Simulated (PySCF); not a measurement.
## CaCl at UHF-CCSD(T)

Computed with UHF-CCSD(T); Ca x2c-SVPall, Cl x2c-SVPall; spin-free X2C with a Gaussian nucleus (PySCF 2.14).

* state: ²Σ⁺ (doublet), unpaired electrons σ ↑
* bond length: 2.474 Å
* harmonic wavenumber: 370 cm⁻¹
* force constant: 1.51 mdyn/Å
* rotational constant Be: 0.1477 cm⁻¹
* anharmonicity ωexe: 1.26 cm⁻¹
* vibration–rotation constant αe: 0.000759 cm⁻¹
* well depth De to Ca + Cl: 3.58 eV
* dissociation energy D0: 3.56 eV

Correlated steps freeze 10 core orbitals. Correlated levels converge slowly with the basis: in double zeta they bind strong bonds too weakly, by up to about 1 eV, and carry superposition errors of some tenths. The state was picked by a PBE0 search and need not be the measured ground state.
